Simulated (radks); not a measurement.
Effect of the nuclear size on neutral antimony, [Kr] 4d10 5s2 5p3. All-electron calculation, Dirac Kohn-Sham, exchange-only LDA, spin-unpolarised, spherical densities, finite nucleus; open shells fill j = l - 1/2 first; Fermi nuclear charge, rms radius 4.6802 fm. Program: a radial shooting solver on a logarithmic mesh with Libxc functionals. The rms radius is varied about that value; shifts are against it.

| rms radius (fm) | total energy shift (eV) | density at nucleus (e/bohr^3) | 1s1/2 shift (meV) | 2s1/2 shift (meV) | 4p1/2 shift (meV) | 5s1/2 shift (meV) |
|---|---|---|---|---|---|---|
| 4.1513 | -0.987 | 2.121e+05 | -414 | -47.7 | 0.149 | -0.188 |
| 4.3432 | -0.640 | 2.106e+05 | -268 | -31.0 | 0.097 | -0.122 |
| 4.6802 | 0 | 2.081e+05 | 0.000 | 0.000 | 0.000 | 0.000 |
| 5.0687 | 0.788 | 2.054e+05 | 330 | 38.1 | -0.119 | 0.150 |
| 5.1763 | 1.02 | 2.047e+05 | 426 | 49.1 | -0.153 | 0.193 |

Slopes of the eigenvalues against <r^2> in GHz/fm^2, as finite differences over the two radii next to the reference (eigenvalue slopes, not the field-shift constants of lines): 1s1/2 21200, 2s1/2 2450, 4p1/2 -7.63, 5s1/2 9.62.
